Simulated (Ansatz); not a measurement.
Input file for Ansatz (a quantum-chemistry and plane-wave program): U-SVWN5/def2-TZVPP on AlC-, 2S+1 = 3, a spin state set in the input, which need not be the lowest, a point of a bond scan (R = 1.879 Å). Charge -1.

Ansatz 0.2 input:
```yaml
crystal:
  periodic: [false, false, false]
  atoms:
    - {symbol: C, position_ang: [0.00000000, 0.00000000, 0.00000000]}
    - {symbol: Al, position_ang: [0.00000000, 0.00000000, 1.87935600]}
basis:
  gaussian:
    orbitals: def2-TZVPP
    pivot_positions_ang: [[0.00000000, 0.00000000, 0.00000000], [0.00000000, 0.00000000, 1.87935600]]
hamiltonian:
  xc: {name: SVWN5}
total_charge: -1
magnetization: {spin_polarized: true, initial_magnetization: 2}
output: {forces: true, orbitals: {seedname: ./end}}
```

The head of its log:

```
WARN ansatz: RAYON_NUM_THREADS=2 ignored (pool sized by the plan → 2); use --threads N
Functional definition: SVWN5
integrals: 0.01 GiB planned
449 factors; their error is unknown
mean field: 0.16 GiB planned
mean field evaluation 1: about -7591.3687 eV, gradient 5.1e0 eV
mean field evaluation 2: about -7591.4292 eV, gradient 3.3e0 eV
```

**Question.** What total energy does the run end on?

**Answer.** -278.9808 hartree.
